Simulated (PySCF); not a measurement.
Diatomic cations of F with group 13

HF with double-zeta basis sets in PySCF, for the lowest determinant that a PBE0 search found; no spin–orbit coupling. De refers to high-spin ground-configuration atoms (the charge goes to the atom of lower measured ionisation energy or higher electron affinity, which is not always the lowest computed limit). A positive dipole points towards F; it is taken about the centre of mass and depends on that origin.

```tsv
M	basis	reference	charged atom	state (unpaired electrons)	Re (Å)	ωe (cm⁻¹)	De (eV)	μ (D)
B	aug-pcseg-1	UHF	B+	doublet (σ ↑)	1.208	1750	3.88	-3.75
Al	pcseg-1	UHF	Al+	doublet (σ ↑)	1.610	969	1.90	-5.96
Ga	aug-pcseg-1	UHF	Ga+	doublet (σ ↑)	1.696	794	0.57	-4.36
```

The shortest bond is that of BF⁺ (1.208 Å), the longest that of GaF⁺ (1.696 Å). BF⁺ is bound most strongly (3.88 eV) and GaF⁺ least (0.57 eV).

The rows differ in basis set, which adds steps of its own.

Down a group the atoms grow and get heavier, so bonds lengthen and wavenumbers fall; this series shows no clear exception.

Spin–orbit coupling is left out. For an ion De counts to the pair picked by the measured ionisation energies or electron affinities, which need not be the lowest pair at this level. Hartree–Fock leaves out correlation, which carries a large part of most bond energies and some tenths to 1 eV of ionisation energies. States were picked by a PBE0 search and need not be the measured ground states.
